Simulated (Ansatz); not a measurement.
Start from `C[CH2][InH][F]` and change one atom or group to get `[F][InH][CH2]I`.

Ansatz, PBE0-D4/def2-TZVP geometries, multiplicity 1. Each molecule was computed in one conformer, which needn't be the lowest.

Elements past krypton have def2 core potentials.  Spin–orbit coupling is left out; it splits and shifts lone-pair levels of the heavy atoms by tenths of an eV.

```
                                        property  `C[CH2][InH][F]`
size of the dipole moment (B3LYP/def2-TZVPP) / D              3.51
              LUMO energy (PBE0/def2-TZVPP) / eV             -1.40
  size of the dipole moment (PBE/def2-TZVPP) / D              3.33
               HOMO energy (PBE/def2-TZVPP) / eV             -6.50
             LUMO energy (B3LYP/def2-TZVPP) / eV             -1.70
  zero-point energy (PBE0-D4/def2-TZVP) / kJ/mol             189.6
```

**Question.** Give the same properties after the change, and the shifts. (Estimate.)

**Answer.** Computed: 
```
                                        property  `[F][InH][CH2]I`  shift
size of the dipole moment (B3LYP/def2-TZVPP) / D              3.26  -0.25
              LUMO energy (PBE0/def2-TZVPP) / eV             -1.80  -0.40
  size of the dipole moment (PBE/def2-TZVPP) / D              3.09  -0.24
               HOMO energy (PBE/def2-TZVPP) / eV             -6.30   0.20
             LUMO energy (B3LYP/def2-TZVPP) / eV             -2.07  -0.37
  zero-point energy (PBE0-D4/def2-TZVP) / kJ/mol              89.9  -99.7
```

With PBE0 the HOMO rises by 0.30 eV and the LUMO falls by 0.40 eV, so the gap narrows by about 0.70 eV. PBE moves the HOMO by 0.20 eV and ωB97M-V by 0.36 eV. The zero-point energy changes by -99.7 kJ/mol with -9 modes. Dipoles are sizes alone; their direction can turn.

B3LYP here is the variant with VWN-RPA as its local correlation; programs differ in this.
